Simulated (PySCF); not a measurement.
C₃H₈FNSi, SMILES C/N=C/[C@H](F)[SiH3].

The structure is a stationary point at PBE-D3(BJ)/def2-SVP. The structure was generated by enumeration; whether it is a known compound was not checked. One conformer was computed; it need not be the lowest.

The numbers are results of PBE-D3(BJ)/def2-SVP in PySCF, not measurements.

Frequencies are harmonic and unscaled.

```csv
mode,ν (cm⁻¹),IR (km/mol),moving atoms (share of kinetic energy)
1,94,6.2,"H 42 %, C 25 %, N 14 %, Si 11 %"
2,113,3.7,"Si 28 %, C 26 %, H 24 %, F 17 %"
3,171,2.3,"H 38 %, C 32 %, N 20 %, F 9 %"
4,195,1.6,"H 81 %, F 10 %"
5,219,6.0,"H 61 %, N 22 %, F 9 %"
6,248,8.1,"F 36 %, H 34 %, C 13 %, Si 9 %"
7,340,6.0,"C 29 %, H 27 %, N 25 %, Si 17 %"
8,431,2.9,"C 31 %, F 26 %, H 26 %, N 12 %"
9,500,15.2,"H 55 %, C 30 %"
10,559,17.3,"H 47 %, C 19 %, Si 18 %, F 12 %"
11,647,25.4,"H 54 %, C 30 %, Si 11 %"
12,718,18.7,"H 44 %, C 44 %, Si 10 %"
13,871,175.1,"H 89 %, Si 10 %"
14,894,35.4,H 89 %
15,899,16.4,"H 81 %, C 16 %"
16,923,35.3,H 96 %
17,993,25.2,"C 45 %, H 32 %, N 15 %"
18,1028,60.4,"C 58 %, F 21 %, H 20 %"
19,1060,7.6,"H 47 %, C 37 %, N 12 %"
20,1087,1.5,"H 67 %, C 22 %, N 11 %"
21,1109,5.3,"H 51 %, C 28 %, N 20 %"
22,1193,9.6,"C 54 %, H 43 %"
23,1253,9.6,"H 87 %, C 10 %"
24,1308,17.4,"H 60 %, C 30 %, N 10 %"
25,1362,1.2,"H 85 %, C 15 %"
26,1398,5.7,H 97 %
27,1415,24.7,H 93 %
28,1725,33.5,"C 53 %, N 44 %"
29,2165,107.8,H 97 %
30,2186,60.2,H 97 %
31,2201,86.3,H 96 %
32,2902,36.3,H 93 %
33,2907,96.3,H 96 %
34,2923,16.2,H 92 %
35,3015,16.1,"H 91 %, C 9 %"
36,3037,7.3,"H 91 %, C 9 %"
```
